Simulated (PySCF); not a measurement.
Dipole moment and polarisability of `[SiH3]S[SiH2]OC1CC1`

Species: C₃H₁₀OSSi₂.
Structure used (GFN2-xTB), in Å, numbered top down from 1:
```xyz
17
C3H10OSSi2 angstrom
Si     3.9152   -0.0901   -0.1714
S      1.9861   -0.5531    0.6327
Si     0.6324    0.1069   -0.9027
O     -0.8499   -0.3939   -0.5336
C     -1.5471   -0.3114    0.6616
C     -3.0104   -0.6096    0.6314
C     -2.5327    0.8003    0.8418
H      3.9720   -0.5738   -1.5452
H      4.1039    1.3555   -0.1354
H      4.8231   -0.7938    0.7167
H      0.7593    1.5595   -0.9723
H      0.8625   -0.5978   -2.1473
H     -0.9568   -0.6275    1.5143
H     -3.4406   -1.1435    1.4640
H     -3.4438   -0.8528   -0.3258
H     -2.6335    1.2448    1.8193
H     -2.6466    1.4923    0.0219
```

Level: CAM-B3LYP/def2-SVPD (PySCF), static field, nuclei fixed, core orbitals frozen in the response. The polarisability tensor in these axes (au):

```
x   138.47  -0.18  -3.02
y    -0.18  94.31  -2.03
z    -3.02  -2.03  97.69
```

**Question.** Diagonalise the tensor; give its mean and Δα, where Δα² is half the sum of the squared differences of the eigenvalues.

**Answer.** Principal values 93.31, 98.46 and 138.69 au; mean 110.16 au = 16.32 Å³ = 18.16 × 10⁻⁴⁰ C²·m²/J; Δα = 43.04 au (39 % of the mean).

**Question.** What is the dipole moment, and where does it point?

**Answer.** (0.09, 0.87, -0.05) D, 0.87 D in size, pointing from the negative to the positive side. Measured along this direction, the outermost atoms are H14 at the negative end and H9 and H11 at the positive end.

**Question.** In a dilute gas of rigid molecules at 500 K, how does the orientational term μ²/3kT compare with the electronic polarisability?

**Answer.** In Gaussian units μ²/3kT = 3.70 Å³ against 16.32 Å³, a ratio of 0.23; the Debye molar polarisation (4π/3)N_A(α + μ²/3kT) is 50.5 cm³/mol, leaving out the vibrational part.

**Question.** Rayleigh depolarisation ratio (linearly polarised light, static tensor)?

**Answer.** ρ = 3Δα²/(45ᾱ² + 4Δα²) = 5556.4/(546060 + 7408.6) = 0.01.

**Question.** Refractivity n − 1 of an ideal gas of it at 298.15 K and 1 atm, from the electronic α?

**Answer.** N = p/kT = 2.4615 × 10¹⁹ cm⁻³, so n − 1 = 2π × N × 16.32 × 10⁻²⁴ cm³ = 2525 × 10⁻⁶ at long wavelengths.

**Question.** Directions of the eigenvectors, and the extent of the frame along each?

**Answer.** Largest value along (1.00, 0.00, -0.07), where the nuclei span 8.30 Å; middle along (0.07, -0.44, 0.90), 3.19 Å; least along (0.03, 0.90, 0.44), 3.28 Å. 

Isolated species at its GFN2-xTB geometry (one conformer only).

The run behind these numbers computed excited states as well. Time: 2.0 min wall (grids of density and orbitals included); peak memory 1.1 GiB. Hardware: an Arm Neoverse N1 with one thread, shared host.
